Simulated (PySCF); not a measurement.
C2H5NO2Si. Atoms are numbered in the order given.

```xyz
11

Si     0.7872    -0.5322     0.0000
N      0.2930     1.1088     0.0000
C     -0.1648     2.2171     0.0000
O     -0.5953     3.3059     0.0000
O     -0.5923    -1.4485     0.0000
C     -0.6336    -2.8579     0.0000
H      1.5995    -0.7879     1.2206
H      1.5995    -0.7879    -1.2206
H     -0.1460    -3.2862    -0.8959
H     -1.6869    -3.1773     0.0000
H     -0.1460    -3.2862     0.8959
```

Geometry: B3LYP-D3(BJ)/def2-SVP. Other conformers were not sampled.

Computed with B3LYP-D3(BJ)/def2-SVP in PySCF.

Frequencies are harmonic and unscaled.

| mode | ν (cm⁻¹) | IR (km/mol) | Raman (Å⁴/amu) | depolarisation | moving atoms (share of kinetic energy) |
|---|---|---|---|---|---|
| 1 | 39 | 4.6 | 0.4 | 0.75 | O 50 %, H 28 %, C 21 % |
| 2 | 43 | 0.3 | 3.0 | 0.74 | O 42 %, N 25 %, C 18 % |
| 3 | 71 | 0.1 | 2.1 | 0.75 | N 56 %, H 21 %, O 19 % |
| 4 | 109 | 0.6 | 0.1 | 0.75 | H 86 % |
| 5 | 170 | 2.3 | 0.7 | 0.55 | O 25 %, C 22 %, H 21 %, N 18 %, Si 14 % |
| 6 | 305 | 10.5 | 0.4 | 0.32 | N 32 %, O 28 %, C 27 % |
| 7 | 612 | 21.0 | 0.6 | 0.75 | C 73 %, O 15 %, N 10 % |
| 8 | 613 | 95.0 | 5.7 | 0.20 | Si 42 %, O 25 %, C 21 % |
| 9 | 623 | 32.3 | 1.4 | 0.29 | C 61 %, O 17 %, N 12 % |
| 10 | 693 | 115.0 | 2.8 | 0.75 | H 73 %, Si 17 % |
| 11 | 723 | 13.0 | 17.4 | 0.75 | H 92 % |
| 12 | 778 | 38.4 | 10.8 | 0.25 | O 37 %, Si 31 %, C 16 %, H 15 % |
| 13 | 938 | 490.8 | 15.3 | 0.65 | H 82 %, Si 16 % |
| 14 | 991 | 149.2 | 16.5 | 0.73 | H 93 % |
| 15 | 1151 | 239.4 | 2.9 | 0.70 | O 39 %, C 32 %, H 27 % |
| 16 | 1177 | 1.3 | 2.6 | 0.75 | H 77 %, C 19 % |
| 17 | 1215 | 131.5 | 1.3 | 0.38 | H 51 %, O 26 %, C 22 % |
| 18 | 1474 | 6.0 | 17.6 | 0.75 | H 97 % |
| 19 | 1478 | 4.8 | 21.9 | 0.75 | H 97 % |
| 20 | 1481 | 10.6 | 7.2 | 0.67 | H 87 %, C 11 % |
| 21 | 1535 | 39.4 | 33.3 | 0.23 | N 56 %, O 40 % |
| 22 | 2229 | 163.3 | 69.9 | 0.75 | H 96 % |
| 23 | 2238 | 137.1 | 190.7 | 0.05 | H 98 % |
| 24 | 2457 | 1515.5 | 2.4 | 0.27 | C 69 %, N 19 %, O 11 % |
| 25 | 2987 | 67.8 | 142.0 | 0.02 | H 97 % |
| 26 | 3053 | 43.7 | 74.2 | 0.75 | H 90 %, C 10 % |
| 27 | 3111 | 26.0 | 105.9 | 0.56 | H 91 %, C 9 % |
